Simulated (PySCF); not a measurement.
A PySCF script (with the pyscf-properties extension) for the NMR shieldings of `C[O][AlH-]1[Cl+][AlH2-][Cl+]1`, CH$_{6}$Al$_{2}$Cl$_{2}$O, on a GFN2-xTB geometry:

```python
import basis_set_exchange as bse
import numpy as np
from pyscf import gto, dft
from pyscf.prop import nmr

atoms = """
C    -2.566958   -0.913547    0.106894
O    -1.401805   -0.141018    0.061539
Al   -0.091596    0.840918   -0.010053
Cl    1.295117    0.682430    1.707458
Al    2.918508    0.207252    0.335288
Cl    1.531653    0.139867   -1.342499
H    -2.338785   -1.918514    0.466932
H    -3.289926   -0.447540    0.779328
H    -3.003738   -0.979848   -0.891519
H    -0.285547    2.317127   -0.289631
H     3.401796   -1.228912    0.627504
H     3.832479    1.441099    0.187450
"""
names = dict.fromkeys(["C", "O", "Al", "Cl", "H"], "pcSseg-1")
basis = {el: gto.basis.parse(bse.get_basis(n, elements=[el], fmt="nwchem")) for el, n in names.items()}
mol = gto.M(atom=atoms, basis=basis, charge=0, verbose=0)
mf = dft.RKS(mol, xc="PBE0")
mf.grids.level = 2
mf.grids.alignment = dft.numint.BLKSIZE   # the property module wants whole blocks of grid points
mf.conv_tol = 1e-9
mf.kernel()

calc = nmr.RKS(mf)   # GIAO
C = mf.mo_coeff
Co = C[:, mf.mo_occ > 0]
resp = mf.gen_response(singlet=True, hermi=2)
def vind(x):   # induced exchange potential for any number of trial vectors
    d = np.einsum("pi,xij,qj->xpq", C, 2 * x.reshape(-1, C.shape[1], Co.shape[1]), Co, optimize=True)
    return np.einsum("xpq,pi,qj->xij", resp(d - d.transpose(0, 2, 1)), C, Co, optimize=True).ravel()
mo1, _ = nmr.rhf.solve_mo1(calc, with_cphf=vind)
sigma = calc.kernel(mo1)
for i, s in enumerate(sigma):   # ppm
    w = np.linalg.eigvalsh((s + s.T) / 2)
    print("%2d %-2s iso %8.1f  s11 %8.1f  s22 %8.1f  s33 %8.1f" % (i, mol.atom_pure_symbol(i), w.mean(), *w))
```

Problem. What are the results?

Solution. 
```
 0 C  iso    130.6  s11    102.5  s22    104.1  s33    185.1
 1 O  iso    311.7  s11    281.8  s22    315.2  s33    338.1
 2 Al iso    485.2  s11    435.9  s22    461.5  s33    558.2
 3 Cl iso    900.3  s11    810.1  s22    879.9  s33   1011.1
 4 Al iso    417.2  s11    364.2  s22    381.8  s33    505.5
 5 Cl iso    900.3  s11    810.4  s22    879.4  s33   1011.1
 6 H  iso     27.4  s11     22.7  s22     25.2  s33     34.3
 7 H  iso     27.4  s11     22.8  s22     24.9  s33     34.4
 8 H  iso     27.4  s11     22.8  s22     25.0  s33     34.4
 9 H  iso     27.9  s11     24.0  s22     25.2  s33     34.3
10 H  iso     27.2  s11     24.0  s22     24.3  s33     33.4
11 H  iso     27.2  s11     24.0  s22     24.4  s33     33.3
```

These numbers come from an equivalent density-fitted implementation of the same equations, which agrees with the script to about 0.01 ppm for H and up to a few tenths of a ppm for heavy atoms, so last digits may differ.

Size and cost of the density-fitted run: 160 basis functions, 19 s wall time on 1 thread of an Arm Neoverse V1, shared host.
